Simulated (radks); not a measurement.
Valence configurations of Nd (all share [Xe]). Calculated with a radial shooting solver on a logarithmic mesh with Libxc functionals: Dirac Kohn-Sham, PBE, spin-unpolarised, spherical densities, finite nucleus; open shells fill j = l - 1/2 first; Fermi nuclear charge, rms radius 4.9123 fm. Energies are relative to 4f4 6s2; eigenvalues in eV.

| valence | E (eV) | e(4f5/2) | e(5d3/2) | e(6p1/2) | e(6s1/2) |
|---|---|---|---|---|---|
| 4f4 6s2 | 0.000 | -1.840 | - | - | -3.497 |
| 4f4 5d0.5 6s1.5 | 0.783 | -1.204 | -1.619 | - | -3.254 |
| 4f3.5 6s2 6p0.5 | 1.049 | -5.674 | - | -1.844 | -4.284 |
| 4f4 6s1.5 6p0.5 | 1.085 | -2.381 | - | -1.610 | -3.804 |
| 4f3 5d1 6s2 | 1.797 | -6.989 | -3.017 | - | -3.849 |
| 4f4 6s1 6p1 | 2.193 | -2.899 | - | -1.847 | -4.085 |
| 4f3.5 6s1.5 6p1 | 2.281 | -6.201 | - | -2.072 | -4.559 |
| 4f3 6s2 6p1 | 3.923 | -10.050 | - | -2.306 | -5.046 |
| 4f3 6s1 6p2 | 6.707 | -11.042 | - | -2.707 | -5.533 |

NIST lists [Xe] 4f4 6s2 as the ground configuration; this level of theory agrees among the configurations tried. The energies are those of spherical spin-averaged densities, not of single terms. No valid solution was reached for [Xe] 4f5 6s1.
